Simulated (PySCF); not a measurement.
Coordinates in bohr (charge 0 multiplicity 5):
```
Pd    0.6268    0.7644    0.0000
S    -2.8050   -3.4815    0.0000
O     3.9344   -0.7630    0.0000
O    -2.5767    2.5470    0.0000
H     4.2268   -2.5209    0.0000
H    -2.6557    4.3290    0.0000
```

All numbers come from PySCF, UHF, basis Pd def2-SVP with ECP28, S def2-SVP, O def2-SVP, H def2-SVP (scalar-relativistic core potentials, no spin–orbit coupling, density fitting).

This geometry of PdS(OH)₂ is a stationary point at this level.

Q: What is the point group?

A: Cs.

Q: Is it a minimum?

A: Yes: all harmonic wavenumbers are real.

Q: List the harmonic modes with their infrared intensities.

A: 
```csv
symmetry,ω (cm⁻¹),IR (km/mol)
a',67,0.6
a'',73,6.8
a',105,2.2
a',194,29.8
a'',265,2.1
a'',480,269
a',592,3.1
a',658,285
a',708,41.5
a',779,199
a',4199,76.1
a',4213,66.0
```

Q: Give the atomic charges and bond orders.

A: 
```json
{"atom": "Pd1", "Mulliken": "0.91", "Löwdin": "0.29", "polar tensor": "1.48", "spin (Mulliken)": "1.66", "Mayer order to Pd1": "–"}
{"atom": "S2", "Mulliken": "0.10", "Löwdin": "0.29", "polar tensor": "0.01", "spin (Mulliken)": "2.07", "Mayer order to Pd1": "0.19"}
{"atom": "O3", "Mulliken": "-0.69", "Löwdin": "-0.34", "polar tensor": "-1.02", "spin (Mulliken)": "0.15", "Mayer order to Pd1": "0.83"}
{"atom": "O4", "Mulliken": "-0.70", "Löwdin": "-0.36", "polar tensor": "-1.01", "spin (Mulliken)": "0.13", "Mayer order to Pd1": "0.81"}
{"atom": "H5,6", "Mulliken": "0.18", "Löwdin": "0.06", "polar tensor": "0.27", "spin (Mulliken)": "-0.01", "Mayer order to Pd1": "0.02"}
```
Other Mayer orders above 0.3: O–H 0.96 (×2).

Only a few start shapes were tried, so a lower isomer may exist. Open d and f shells are described by one determinant, and the ground state may have another occupation or spin.
